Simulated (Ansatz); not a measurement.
A nudged elastic band was laid between two geometries of FH4NOSi (8 atoms, charge 0, multiplicity 1).

Computed with RKS PBE0-D4/cc-pVDZ in Ansatz 0.2.0.

```json
{
 "movable images": "5",
 "climbing image": "yes",
 "spring": "5.0 eV/Å²",
 "optimiser": "quadratic models (default)",
 "start path": "through a guess of the saddle point",
 "force threshold": "0.2 eV/Å",
 "iteration limit": "60",
 "end points": "relaxed"
}
```

Initial state:

```xyz
8
Properties=species:S:1:pos:R:3
N -1.068 0.525 -0.103
Si 0.573 -0.009 -0.172
O 0.861 -1.114 1.039
F 0.699 -0.681 -1.667
H -1.448 0.937 -0.951
H -1.355 1.071 0.704
H 1.679 0.975 -0.049
H 0.152 -1.762 1.143
```

Final state:

```xyz
8
Properties=species:S:1:pos:R:3
N -0.626 0.830 -0.249
Si 1.363 0.094 0.198
O 0.707 -1.032 1.313
F 1.169 -0.839 -1.214
H -0.726 1.827 -0.444
H -1.238 0.589 0.534
H -0.937 0.307 -1.072
H 0.380 -1.833 0.879
```

Task: Which bonds break or form, and what moves?

Result: Bonds broken: Si2–H7. Bonds formed: N1–H7.

Task: Give the energies along the band, and the barrier.

Result: The run converged. The highest image is number 1 of 0 to 6, 292.4 kJ/mol above the first end and 185.7 kJ/mol above the last; the last end lies 106.7 kJ/mol above the first. The threshold of 0.2 eV/Å is loose, so the images may lie well off the minimum-energy path. The profile has 3 maxima (images 1, 3, 5) with wells between them (images 2, 4): this band takes more than one step, which may be the mechanism or a detour left from its start path. Neighbouring images differ by up to 3.0 eV, so the band resolves the path poorly. Another band between the same ends (5 images) ends at a top of the same energy, where a vibrational analysis finds 1 clearly imaginary mode. The orbitals stay closed-shell, which can raise the energy where a bond breaks towards radicals; this wasn't checked here.

```json
{"image": "0", "path coordinate (Å)": "0.00", "energy (kJ/mol)": "0.0", "Si2–H7 (Å)": "1.49", "N1–H7 (Å)": "2.78"}
{"image": "1", "path coordinate (Å)": "1.55", "energy (kJ/mol)": "292.4", "Si2–H7 (Å)": "1.62", "N1–H7 (Å)": "1.43"}
{"image": "2", "path coordinate (Å)": "3.49", "energy (kJ/mol)": "107.5", "Si2–H7 (Å)": "2.77", "N1–H7 (Å)": "1.02"}
{"image": "3", "path coordinate (Å)": "5.42", "energy (kJ/mol)": "127.8", "Si2–H7 (Å)": "2.80", "N1–H7 (Å)": "1.02"}
{"image": "4", "path coordinate (Å)": "7.36", "energy (kJ/mol)": "123.8", "Si2–H7 (Å)": "3.61", "N1–H7 (Å)": "1.02"}
{"image": "5", "path coordinate (Å)": "9.27", "energy (kJ/mol)": "173.8", "Si2–H7 (Å)": "3.37", "N1–H7 (Å)": "1.02"}
{"image": "6", "path coordinate (Å)": "11.18", "energy (kJ/mol)": "106.7", "Si2–H7 (Å)": "2.64", "N1–H7 (Å)": "1.02"}
```

Task: What is the geometry of the highest image?

Result: 
```xyz
8
Properties=species:S:1:pos:R:3
N -0.663 0.907 -0.085
Si 0.859 -0.189 -0.288
O 0.828 -1.127 1.113
F 0.487 -1.237 -1.524
H -1.086 1.310 -0.923
H -1.341 0.828 0.680
H 0.683 1.397 -0.033
H 0.325 -1.947 1.004
```

The band took 34 iterations and of the order of 7 core-minutes.

Time of the run: 7.3 min on 1 thread of Arm Neoverse V2, with other jobs on the host, peak memory 0.15 GiB.
